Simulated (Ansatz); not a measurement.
AlAsH4S, relaxed with RKS PBE-D4/def2-SVP in Ansatz 0.2.0 from a rough embedded geometry. The force threshold is 0.03 eV/Å; the program also tests the step.

Charge 0, multiplicity 1. The bonds changed during the relaxation, so this is another structure than the one it started from.

Start:

```xyz
7

Al   -1.491    0.134    0.252
As    0.693    1.058   -0.083
S     1.622   -0.853    0.653
H    -2.070   -0.122    1.674
H    -2.416   -0.326   -1.022
H     0.729    0.602   -1.597
H     2.933   -0.492    0.123
```

(1) How much energy does the relaxation release, and in how many steps? (Estimate.)

(2) Which bonds change most? (An estimate is asked.)

(3) Give the relaxed structure. (Estimate.)

Answers

(1) The calculation gave: 0.76 eV, in 16 steps, 2 of them rejected.

(2) Computed: Al1–S3 from 3.290 to 2.470 Å; As2–S3 from 2.249 to 2.417 Å; Al1–As2 from 2.395 to 2.490 Å; S3–H7 from 1.459 to 1.364 Å.

(3) The calculation gave: 
```xyz
7

Al   -1.086   -0.076    0.321
As    0.690    1.616   -0.107
S     1.288   -0.528    0.834
H    -1.836    0.080    1.721
H    -1.535   -1.026   -0.884
H     0.906    1.082   -1.540
H     1.573   -1.149   -0.346
```
